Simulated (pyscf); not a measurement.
•H₂C–AlH₂ (SMILES [CH2][AlH2]) → [H₃C–AlH]• (SMILES [CH3][AlH]), a hydrogen shift (doublet surface; Al–H broken, C–H formed). Optimised with ωB97X-D3(BJ)/def2-SVP in PySCF. MP2 and CC: frozen core, UHF for open shells. ΔMP2 is the change of the MP2 total energy from the triple- to the quadruple-zeta basis. Energies in eV from the reactant's lowest minimum found.

Small-basis levels: PySCF, no dispersion term, spherical d functions. Open shells are spin-unrestricted. 

Task: In single points MP2/6-31G* puts the saddle at 1.87 eV and the reaction energy at -0.80 eV. Should these be trusted to within a few kcal/mol? Compare with CCSD(T)/def2-TZVPP + ΔMP2(QZVPP).

Result: CCSD(T)/def2-TZVPP + ΔMP2(QZVPP) gives ΔE‡ = 1.60 eV and ΔE = -0.66 eV. MP2/6-31G* lies 0.27 eV over it in the barrier and 0.14 eV under it in the reaction energy, so on this step it does not hold to within 0.13 eV. CCSD(T)/def2-TZVPP + ΔMP2(QZVPP) has limits of its own. One saddle was located; it need not be the lowest between these sides. The CCSD(T) − MP2 part came from Ansatz, without density fitting, on the same reference. A UHF reference is spin-contaminated (<S²> up to 0.86), which harms MP2 most.
